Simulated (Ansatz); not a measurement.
CuHBr (charge +1), singlet: a pair in one relaxed arrangement.

The input file, in.yaml:

```yaml
crystal:
  periodic: [false, false, false]
  atoms:
    - {symbol: Cu, position_ang: [-0.084261, -0.061556, -1.688579]}
    - {symbol: Br, position_ang: [-0.503194, -0.367622, 0.603254]}
    - {symbol: H, position_ang: [0.587356, 0.429079, 1.085325]}
basis:
  gaussian: {orbitals: "def2-TZVPPD.json"}
total_charge: 1
hamiltonian: {xc: r2scan, dispersion: d4}
```

The basis file named in the input lies beside it (Basis Set Exchange, JSON).

Run by:

```bash
ansatz run in.yaml --threads 2 --pin off --events-out ev --progress --plain --max-ram 5222MiB
```

Output of Ansatz 0.2.0:

```
Functional definition: r2SCAN
  name "r2SCAN"
  cite "Furness, Kaplan, Ning, Perdew & Sun, J. Phys. Chem. Lett. 11, 8208 (2020) doi:10.1021/acs.jpclett.0c02405"
  cite "Furness, Kaplan, Ning, Perdew & Sun, J. Phys. Chem. Lett. 11, 9248 (2020) doi:10.1021/acs.jpclett.0c03077"
  parent r2scan
  parameter k0 = 0.174
  parameter k1 = 0.065
  parameter a1 = 4.9479
  exchange = r2scan_x(k0 = k0, k1 = k1, a1 = a1)
  correlation = r2scan_c
988 factors; their error is unknown
mean field evaluation 1: about -114673.1876 eV, gradient 1.7e2 eV
mean field evaluation 2: about -113716.5958 eV, gradient 5.7e2 eV
mean field evaluation 4: about -114686.5826 eV, gradient 9.2e1 eV
mean field evaluation 8: about -114695.3807 eV, gradient 5.4e-1 eV
mean field evaluation 16: about -114695.3637 eV, gradient 2.7e-4 eV
mean field -114695.36367609 eV, -4214.9768717866 hartree, gradient 4.0e-5 eV, S^2 0.000000; 0 other end points of the search recorded, 0 dependent functions left out
reference -114695.36368819 eV, -4214.9768722313 hartree; 32, 32 occupied and 109, 109 virtual orbitals, 988 factors
Total energy: -114695.37176660 eV, -4214.9771691073 hartree
```

The lines “mean field evaluation” count trial sets of orbitals through the whole run, from several starts and some on an approximate energy, so they need not fall steadily or lie above the final value.

The run took about 6.5 s on 2 CPU threads of an Arm Neoverse N1 (shared host).
